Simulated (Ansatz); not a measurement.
Stepwise reaction of `[OH][Ge][OH]` with hydrogen, as a gas-phase model of exchange steps in deposition or etching. ΔE in kJ/mol; ΔG adds harmonic PBE0-D4 terms to CCSD(T)/CBS, at 1 bar.

Isolated molecules relaxed with PBE0-D4/def2-TZVP in Ansatz; ΔE leaves out vibrations. CCSD(T)/CBS is the MP2 limit (def2-TZVPP, def2-QZVPP) plus CCSD(T) − MP2 in def2-TZVPP, frozen cores. This one scheme is used for every species. DFT in def2-TZVPP. B3LYP here is the variant with VWN-RPA as its local correlation; programs differ in this. For Ge outer-core shells are correlated without core-valence functions, which leaves a few kJ/mol of doubt a bond. Scalar relativity is left out up to krypton. One conformer a species, not always the lowest.

```json
{"step": "1", "reaction": "`[OH][Ge][OH]` + H₂ → `[OH][GeH]` + H₂O", "PBE-D4": "88.6", "B3LYP-D4": "89.7", "ωB97M-V": "88.4", "CCSD(T)/CBS": "84.9", "ΔG(500 K)": "81.4"}
{"step": "2", "reaction": "`[OH][GeH]` + H₂ → `[GeH2]` + H₂O", "PBE-D4": "77.0", "B3LYP-D4": "73.0", "ωB97M-V": "69.5", "CCSD(T)/CBS": "68.5", "ΔG(500 K)": "63.8"}
```

Question: By hand: ΔE of the 2 steps together at CCSD(T)/CBS.

Answer: (84.9) + (68.5) = 153.4 kJ/mol, or 76.7 kJ/mol a step.

In ΔE each step is lower than the one before. All are uphill at CCSD(T)/CBS. ΔG lies between 63.8 and 81.4 kJ/mol a step. PBE-D4 differs from CCSD(T)/CBS by 3.7 to 8.5 kJ/mol a step. Isolated molecules leave out the surface, adducts and barriers. Largest T1 diagnostic: 0.016.
